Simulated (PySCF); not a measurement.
**How methods differ on the ionisation energy of Sr²⁴⁺**

Sr²⁴⁺ [Ne] 3s2 3p2 (3P) → Sr²⁵⁺ [Ne] 3s2 3p1 (2P), as a difference of total energies. Computed with PySCF 2.14 in an even-tempered Gaussian basis (16 s from 2.7 bohr⁻², ratio 2.5; 11 p from 3.5 bohr⁻², ratio 2.5; 5 d from 15 bohr⁻², ratio 2.7; 4 f from 23 bohr⁻², ratio 2.7), with the non-relativistic Hamiltonian (point nucleus). Correlated levels: outer shells: 1s2 frozen; virtual orbitals above 40 to 60 times the deepest correlated orbital energy dropped. The calculations carry no spin-orbit coupling.

| method | ionisation energy (eV) |
| --- | --- |
| UHF | 1148.4 |
| MP2 (outer shells) | 1148.9 |
| SCS-MP2 (outer shells) | 1148.7 |
| CCSD (outer shells) | 1148.8 |
| CCSD(T) (outer shells) | 1148.8 |

Spin-orbit coupling is strong in these open shells (close to jj coupling). The scalar numbers leave it out and a first-order estimate fails, so it can dominate the gap to the real levels.

The gap to the reference is mostly relativistic.

For comparison: 1165 ± 3 eV (semi-empirical (NIST evaluation); NIST Atomic Spectra Database, ionization energies).
